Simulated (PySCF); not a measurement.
F₃Y, singlet, geometry from GFN2-xTB (such geometries of metal compounds can be far from the true shape) (core potentials on Y). Base run: PBE/def2-SVP in PySCF.

The PySCF input:
```python
from pyscf import gto, scf, dft

mol = gto.Mole()
mol.atom = '''
    Y     0.06440607   -0.13267464   -0.31224007
    F    -1.52788470   -0.68420205    0.52720126
    F    -0.08680010    1.74084587   -0.20597742
    F     1.33559184   -0.48172038    1.03181646
'''
mol.basis = 'def2-svp'
mol.ecp = {'Y': 'def2-svp'}
mol.verbose = 4
mol.build()

mf = dft.RKS(mol)
mf.xc = 'pbe'
mf.kernel()
```

The base run was repeated with changes; each row names its change, and settings that it needs were set with it.

```
change                                    E (Eh)  HOMO (eV)  HOMO-LUMO gap (eV)  dipole (D)  core-seconds (rough)
------------------------------------  ----------  ---------  ------------------  ----------  --------------------
base                                  -337.57556      -8.23                5.63        6.24                     5
functional = bp86                     -337.89984      -8.32                5.94        6.28                     6
functional = b97-1                    -337.74407      -9.83                7.76        6.71                     5
functional = camb3lyp                 -337.74844     -11.70               10.16        6.82                    10
functional = pw91,pw91                -337.80162      -8.32                5.54        6.26                     7
functional = tpssh                    -337.82612      -9.10                6.86        6.60                     8
functional = pbe; dispersion = d4     -337.57805      -8.23                5.63        6.24                     5
functional = mn12l                    -337.45107      -8.97                5.93        7.04                     9
functional = hf                       -336.18289     -15.44               14.82        7.84                     2
functional = blyp; dispersion = d3bj  -337.80107      -8.12                5.46        6.24                     5
functional = b97m_v                   -337.73830      -8.81                6.35        6.77                   100
functional = wb97x                    -337.78313     -12.67               12.38        6.95                    10
functional = b3lyp                    -337.85949      -9.87                7.51        6.66                     5
```

Absolute energies of different levels of theory aren't comparable as measures of quality.
